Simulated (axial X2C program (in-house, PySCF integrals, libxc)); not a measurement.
## Density and ELF of PtP⁺

Calculated with an in-house all-electron X2C program for linear molecules (integrals from PySCF). Two-component (2c) means X2C with spin–orbit coupling and atomic mean-field two-electron Coulomb and Gaunt terms. Basis: Pt dyall-cv3z [13s14p9d6f4g], P dyall-v3z [8s7p2d1f] (cores contracted in-house); Gaussian nuclei, density fitting, unrestricted open shells. Masses: Pt 194.965 u, P 30.974 u.

PBE0, 2c, state Ω = 0 (closed shell); Pt at z = 0, P at z = 1.999 Å.

The maps cover the half plane through the axis: z from -2.4 to 4.2 Å along the bond, ρ from 0.15 to 2.25 Å away from it.

log10 of the density in e/bohr³:

```
 ρ\z  -2.4  -1.8  -1.2  -0.6   0.0   0.6   1.2   1.8   2.4   3.0   3.6   4.2
0.15  -3.9  -2.8  -1.5   0.0   1.9   0.0  -0.8   0.7  -0.3  -1.2  -2.1  -3.1
0.45  -4.0  -2.9  -1.7  -0.4   0.4  -0.4  -0.9  -0.6  -0.8  -1.3  -2.2  -3.2
0.75  -4.1  -3.0  -1.9  -0.9  -0.3  -0.8  -1.1  -1.1  -1.1  -1.6  -2.4  -3.3
1.05  -4.2  -3.2  -2.2  -1.4  -1.0  -1.3  -1.4  -1.4  -1.5  -1.9  -2.7  -3.6
1.35  -4.4  -3.5  -2.6  -1.9  -1.5  -1.7  -1.8  -1.9  -2.0  -2.4  -3.0  -3.8
1.65  -4.6  -3.7  -2.9  -2.3  -2.0  -2.1  -2.3  -2.4  -2.5  -2.8  -3.4  -4.1
1.95  -4.8  -4.0  -3.3  -2.8  -2.5  -2.6  -2.7  -2.8  -3.0  -3.3  -3.8  -4.5
2.25  -5.1  -4.3  -3.7  -3.2  -3.0  -3.0  -3.2  -3.3  -3.5  -3.8  -4.3  -4.9
```

Electron localisation function (collinear form, no current term, damped to 0 at low density):

```
 ρ\z  -2.4  -1.8  -1.2  -0.6   0.0   0.6   1.2   1.8   2.4   3.0   3.6   4.2
0.15  0.00  0.02  0.20  0.69  0.32  0.62  0.63  0.87  0.26  0.99  0.96  0.53
0.45  0.00  0.02  0.12  0.53  0.40  0.46  0.72  0.11  0.13  0.98  0.95  0.42
0.75  0.00  0.01  0.07  0.33  0.63  0.35  0.75  0.42  0.80  0.97  0.91  0.22
1.05  0.00  0.01  0.06  0.26  0.47  0.38  0.68  0.61  0.81  0.91  0.77  0.06
1.35  0.00  0.01  0.05  0.23  0.39  0.38  0.52  0.42  0.57  0.70  0.43  0.01
1.65  0.00  0.00  0.04  0.18  0.31  0.30  0.31  0.19  0.23  0.30  0.09  0.00
1.95  0.00  0.00  0.03  0.12  0.21  0.19  0.13  0.07  0.06  0.05  0.01  0.00
2.25  0.00  0.00  0.01  0.06  0.11  0.09  0.04  0.01  0.01  0.00  0.00  0.00
```

The state is one determinant whose occupation by symmetry is held fixed; it was picked as the lowest of a PBE0 search that is not exhaustive.
